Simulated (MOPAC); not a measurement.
Job for MOPAC: PM6 on FH3Si (SMILES F[SiH3]), a point of a bond scan (R = 1.446 Å).

```
PM6 1SCF PRECISE CHARGE=0 THREADS=1
FH3Si

F      0.93163324 1    -0.01461869 1    -0.14544004 1
Si    -0.49646928 1     0.00779033 1     0.07750530 1
H     -0.94494949 1     1.41511357 1     0.06667951 1
H     -0.77052837 1    -0.61593767 1     1.38810265 1
H     -1.14675391 1    -0.75426329 1    -1.00795064 1
```

Output:

```
*******************************************************************************
 **                                                                           **
 **                              MOPAC v23.2.5                                **
 **                                                                           **
 *******************************************************************************
 ** MOPAC's Digital Object Identifier: https://doi.org/10.5281/zenodo.6511958 **
 **                                                                           **
 ** Please cite the open-source release paper for use of this MOPAC version:  **
 ** J. E. Moussa and J. J. P. Stewart (2026)                                  **
 ** MOPAC: An open-source semiempirical molecular orbital program             **
 ** J. Open Source Softw., 11(119), 8025, https://doi.org/10.21105/joss.08025 **
 *******************************************************************************

                              PM6 CALCULATION RESULTS

 *******************************************************************************
 *  PM6        - The PM6 Hamiltonian to be used
 *
 *
 *
 *                 CHARGE ON SYSTEM = 0
 *
 *
 *
 *  PRECISE    - TIGHTER CRITERIA TO BE USED
 *  1SCF       - DO 1 SCF AND THEN STOP
 *  THREADS=1  - MULTI-THREADING NOT USED
 *  T=         - A TIME OF 172800.0 SECONDS REQUESTED
 *  DUMP=N     - RESTART FILE WRITTEN EVERY 7200.0 SECONDS REQUESTED
 *******************************************************************************
PM6 1SCF PRECISE CHARGE=0 THREADS=1
 FH3Si

   ATOM   CHEMICAL          X               Y               Z
  NUMBER   SYMBOL      (ANGSTROMS)     (ANGSTROMS)     (ANGSTROMS)

     1       F          0.93163324  *  -0.01461869  *  -0.14544004  *
     2      Si         -0.49646928  *   0.00779033  *   0.07750530  *
     3       H         -0.94494949  *   1.41511357  *   0.06667951  *
     4       H         -0.77052837  *  -0.61593767  *   1.38810265  *
     5       H         -1.14675391  *  -0.75426329  *  -1.00795064  *



          CARTESIAN COORDINATES

    NO.       ATOM           X           Y           Z

     1         F          0.9316     -0.0146     -0.1454
     2        Si         -0.4965      0.0078      0.0775
     3         H         -0.9449      1.4151      0.0667
     4         H         -0.7705     -0.6159      1.3881
     5         H         -1.1468     -0.7543     -1.0080

 General Reference for PM6:
 "Optimization of Parameters for Semiempirical Methods V: Modification of NDDO Approximations
 and Application to 70 Elements", J. J. P. Stewart, J. Mol. Mod., 13, 1173-1213 (2007)
 URL: https://link.springer.com/article/10.1007/s00894-007-0233-4

           Empirical Formula: H3 F Si  =     5 atoms



      MOLECULAR POINT GROUP   :   C3v


      RHF CALCULATION, NO. OF DOUBLY OCCUPIED LEVELS = 7


 -------------------------------------------------------------------------------
 PM6 1SCF PRECISE CHARGE=0 THREADS=1
 FH3Si



     1SCF WAS SPECIFIED, SO BFGS WAS NOT USED
     SCF FIELD WAS ACHIEVED


                              PM6 CALCULATION
                                                       MOPAC v23.2.5 Linux




          FINAL HEAT OF FORMATION =        -81.71929 KCAL/MOL =    -341.91349 KJ/MOL


          COSMO AREA              =         82.81 SQUARE ANGSTROMS
          COSMO VOLUME            =         68.72 CUBIC ANGSTROMS

          IONIZATION POTENTIAL    =         11.378964 EV
          HOMO LUMO ENERGIES (EV) =        -11.379 -0.136
          NO. OF FILLED LEVELS    =          7
          MOLECULAR WEIGHT        =         50.1076         POINT GROUP:  C3v

          MOLECULAR DIMENSIONS (Angstroms)

            Atom       Atom       Distance
            H     5    H     4     2.42935
            H     3    F     1     2.36869
            H     4    F     1     1.69539


          SCF CALCULATIONS        =          1





   ATOM   CHEMICAL          X               Y               Z
  NUMBER   SYMBOL      (ANGSTROMS)     (ANGSTROMS)     (ANGSTROMS)

     1       F          0.93163324  *  -0.01461869  *  -0.14544004  *
     2      Si         -0.49646928  *   0.00779033  *   0.07750530  *
     3       H         -0.94494949  *   1.41511357  *   0.06667951  *
     4       H         -0.77052837  *  -0.61593767  *   1.38810265  *
     5       H         -1.14675391  *  -0.75426329  *  -1.00795064  *

                             CARTESIAN COORDINATES

   1    F        0.931633240    -0.014618690    -0.145440040
   2   Si       -0.496469280     0.007790330     0.077505300
   3    H       -0.944949490     1.415113570     0.066679510
   4    H       -0.770528370    -0.615937670     1.388102650
   5    H       -1.146753910    -0.754263290    -1.007950640


           Empirical Formula: H3 F Si  =     5 atoms



      MOLECULAR POINT GROUP   :   C3v


                  EIGENVALUES
 -42.35627 -19.15316 -16.92839 -16.92839 -15.27898 -11.37896 -11.37896  -0.13609
   0.58991   0.58991   1.89139   1.89139   2.98834   4.68506   4.68506   4.86427


              NET ATOMIC CHARGES AND DIPOLE CONTRIBUTIONS

  ATOM NO.   TYPE          CHARGE      No. of ELECS.   s-Pop       p-Pop       d-Pop
    1          F          -0.253680        7.2537     1.90009     5.35359
    2         Si           0.355488        3.6445     1.14160     1.45422     1.04869
    3          H          -0.033936        1.0339     1.03394
    4          H          -0.033936        1.0339     1.03394
    5          H          -0.033936        1.0339     1.03394
 DIPOLE           X         Y         Z       TOTAL
 POINT-CHG.    -1.516     0.024     0.237     1.535
 HYBRID         1.061    -0.017    -0.166     1.074
 SUM           -0.455     0.007     0.071     0.461


          ATOMIC ORBITAL ELECTRON POPULATIONS

     Atom    s        px        py        pz      x^2-y^2     xz        z^2       yz        xy
    1  F   1.90009   1.70916   1.82360   1.82084
    2 Si   1.14160   0.17386   0.64587   0.63448   0.22908   0.22838   0.20057   0.15754   0.23312
    3  H   1.03394
    4  H   1.03394
    5  H   1.03394

 **********************
 *                    *
 * JOB ENDED NORMALLY *
 *                    *
 **********************




 == MOPAC DONE ==
```

The run finished.

Cost: roughly 0.03 core-seconds.
